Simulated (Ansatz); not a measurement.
**How basis sets differ on CH4AlFS (SMILES [CH3][Al]([F])[SH])**

CH4AlFS has 8 atoms, charge 0, and is taken as a singlet. As SMILES, `[CH3][Al]([F])[SH]`. Geometry: relaxed at PBE0-D4/def2-TZVP. This is one conformer, not always the lowest.

Each level gives the HOMO–LUMO gap (eV). The values are calculated.

```json
{"level": "HF/STO-3G", "kind": "Hartree–Fock", "program": "Ansatz", "value (eV)": "15.97", "CPU time": "1.2 s"}
{"level": "HF/3-21G", "kind": "Hartree–Fock", "program": "Ansatz", "value (eV)": "13.04", "CPU time": "2 s"}
{"level": "HF/def2-SVP", "kind": "Hartree–Fock", "program": "Ansatz", "value (eV)": "13.13", "CPU time": "5.2 s"}
{"level": "HF/def2-SVPD", "kind": "Hartree–Fock", "program": "Ansatz", "value (eV)": "11.75", "CPU time": "11 s"}
```

The values span 11.75 to 15.97 eV. A Hartree–Fock LUMO above zero doesn't converge with the basis: it sinks as sets grow more diffuse. Orbital gaps aren't excitation energies. Times are those of the runs behind each value, whatever else they computed, on shared processors of several kinds: orders of magnitude only.
